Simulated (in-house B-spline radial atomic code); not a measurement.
RPA and G0W0 on BHandHLYP: O⁵⁺

Configuration [He] 2s1, highest spin, mean-field start BHandHLYP. Computed with a B-spline radial code for spherical atoms: all electrons, scalar-relativistic (spin-free one-electron X2C), finite nucleus, each spin shell either full or empty, empty states to l = 9 with an (l + 1/2)⁻⁴ tail; G0W0 by contour deformation at full frequency.

Command:
```bash
python run_gw.py task.json out
```
Settings (radii: box in bohr, nucleus in fm):
```
Z                        8
electrons                3
configuration            [He] 2s1
hamiltonian              x2c
method                   bhandhlyp
lmax                     9
rms_radius               2.6991
spin_polarised           True
box_radius               10.43
intervals                69
ion_configuration        1s2
```

Run time, properties included: 2.2 s on 1 thread of Arm Neoverse N1 (shared host).

Energies (hartree):

```
                                     term      value
                         mean-field total  -64.29527
Hartree-Fock functional on these orbitals  -64.22752
                      direct second order   -0.14364
                    second-order exchange   0.092937
                         SOSEX correction    0.08374
```

Problem. What is the RPA correlation energy, and what remains with SOSEX?

Solution. RPA gives -0.13251 hartree (-1.2 eV per electron); RPA + SOSEX gives -0.048766, and the second-order doubles -0.050706 hartree (no singles). SOSEX takes back 63 % of the RPA value.

Quasi-particle levels (eV):

| level | occupied | mean field | Σx - vxc | Σc | QP weight | G0W0 |
| --- | --- | --- | --- | --- | --- | --- |
| 2s up | yes | -133.32 | -4.70 | ? | ? | ? |
| 1s down | yes | -678.83 | -22.57 | 2.48 | 0.974 | -698.92 |
| 2s down | no | -117.49 | 6.80 | -2.89 | 0.944 | -113.57 |

G0W0 = mean field + (Σx - vxc) + Σc, with Σc (partial-wave tail included) taken at the quasi-particle energy. Levels of low weight are left out.

Problem. Where does G0W0 put 2s up?

Solution. At -139.62 eV, with Σc = -1.61 eV and a quasi-particle weight of 0.974. The tabulated removal energy is 138.119 ± 0.0021 eV (NIST, semi-empirical).

Problem. What does it cost to remove one electron (to 1s2) by differences of total energies, each species on its own start (correlation terms add to the Hartree-Fock functional)?

Solution. BHandHLYP 138.89 eV, Hartree-Fock functional 137.99 eV, + RPA 139.19 eV, + RPA + SOSEX 138.12 eV, + second order 138.13 eV. Tabulated: 138.119 ± 0.0021 eV (NIST, semi-empirical).
